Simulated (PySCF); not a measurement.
Compound: C2H10NO2Si2 (doublet state).
Structure used (GFN2-xTB), in Å, numbered top down from 1:
```xyz
17
C2H10NO2Si2 angstrom
C     -1.3674    0.7851    0.5701
N     -0.7811   -0.3864   -0.0315
C     -1.5633   -1.5747    0.2027
Si     0.9059   -0.5259   -0.3194
O      1.1940   -1.6897   -1.4097
O      1.3613    0.9219   -0.8885
Si     2.1578    2.3250   -0.7747
H     -0.7617    1.6540    0.3298
H     -1.4375    0.6911    1.6613
H     -2.3763    0.9367    0.1753
H     -1.0762   -2.4249   -0.2656
H     -1.6729   -1.7838    1.2738
H     -2.5630   -1.4540   -0.2250
H      1.7689   -0.9292    0.7829
H      0.8589   -1.6016   -2.2985
H      1.7604    3.0031    0.4552
H      3.5853    2.0653   -0.8952
```

The hyperfine couplings belong to this conformer and change with its torsions.

As a line formula: `CN(C)[Si@@H](O)O[SiH2]` [radical].

Level of theory: UKS B3LYP, pcH-1 on C H N O Si, non-relativistic, mean-field spin-orbit, GIAO (PySCF 2.14.0). The structure is a single GFN2-xTB conformer in the gas phase; no vibrational or solvent corrections. The geometry wasn't refined by DFT: couplings that depend on bond lengths, twists or pyramidal angles can differ widely from those at the functional's own minimum, by a factor of two or more for some ions and for spin on atoms past the first row. No stability test was run, so a lower SCF solution isn't excluded.

(1) Match the computed a_iso(29Si) values -593.4, -18.4 MHz with the sites Si4; Si7.

Results:

(1) 
| site | a_iso (MHz) | ρ(0) (bohr⁻³) | position | distance from Si7 (Å) | spin population | largest \|T\| (MHz) |
| --- | --- | --- | --- | --- | --- | --- |
| Si4 | -18.4 | +0.0207 | 2 bonds from Si7 | 3.15 | 0.00 | 4.5 |
| Si7 | -593.4 | +0.6688 | largest spin population | 0.00 | +0.89 | 159.3 |

ρ(0) is the spin density at the nucleus and T the dipolar tensor; a_iso includes a spin–orbit part; entries for several nuclei are means. The largest Mulliken spin population is on Si7 (+0.89). The angles at Si7 add up to 332.8°, so it is pyramidal.

Means are taken over nuclei equivalent by connectivity, which assumes that they swap fast. C1 and C3, with what hangs on them, aren't averaged: N2 is flat or nearly so (angle sum 354°), and its turn about the short N2–Si4 bond (1.72 Å) is taken as slow.

The run took 1.9 min wall (with the writing of density and orbital grids) on Arm Neoverse V2, one thread, no GPU, shared host with 96 logical CPUs at a one-minute load of 63, and the process peaked at 1.1 GiB of memory.
